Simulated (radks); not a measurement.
Dynamic dipole polarisability and lines of the fluorine ion F5+, [He] 2s2. Method: scalar-relativistic Kohn-Sham, exchange-only LDA, spin-unpolarised, spherical densities, finite nucleus; Fermi nuclear charge, rms radius of each element as measured or else 0.836 A^(1/3) + 0.57 fm; computed with a radial shooting solver on a logarithmic mesh with Libxc functionals. Time-dependent linear response with the Hartree and adiabatic exchange-only LDA kernel, continuum included through the Sternheimer equations, no spin-orbit coupling, so fine structure and intercombination lines are absent. Lines are the poles of the dipole polarisability below minus the highest occupied eigenvalue, found on a grid refined at the orbital gaps; the lowest seven at most are given, and weak or close lines can be missed. The first line takes the name of the lowest orbital gap if no other gap lies below it; otherwise a line is named after a gap within 0.6 % of it, if that gap stands alone.

| photon energy (eV) | alpha (bohr^3) |
|---|---|
| 0 | 0.7339 |
| 2.327 | 0.7419 |
| 11.634 | 1.013 |
| 20.942 | 13.63 |
| 30.249 | -0.6142 |
| 39.557 | -0.2078 |
| 48.864 | -0.08086 |
| 58.172 | -0.01503 |
| 67.479 | 0.03415 |
| 76.787 | 0.09163 |
| 86.094 | 0.2310 |
| 95.401 | -1.117 |
| 104.71 | -0.1136 |
| 114.02 | 0.07597 |
| 123.32 | -0.03144 |
| 132.63 | -0.07152 |

Lines (eV, oscillator strength): 21.480 (57.72 nm, 2s-2p), f = 0.418; 93.869 (13.21 nm, 2s-3p), f = 0.443; 116.87 (10.61 nm, 2s-4p), f = 0.117; 126.38 (9.810 nm, 2s-5p), f = 0.0501; 131.31 (9.442 nm, 2s-6p), f = 0.0264. Higher lines, where found, are left out when the end of the mesh affects them. Those listed give 98 % of the static polarisability (sum of f/w^2). Orbital energy gaps for comparison: 2s-2p 15.377 eV; 2s-3p 94.300 eV; 2s-4p 116.98 eV; 2s-5p 126.43 eV; 2s-6p 131.33 eV. At laser wavelengths: 1550 nm 0.7348, 1064 nm 0.7359, 780 nm 0.7376, 532 nm 0.7419, 355 nm 0.7522, 266 nm 0.7672, 193 nm 0.8000 bohr^3.
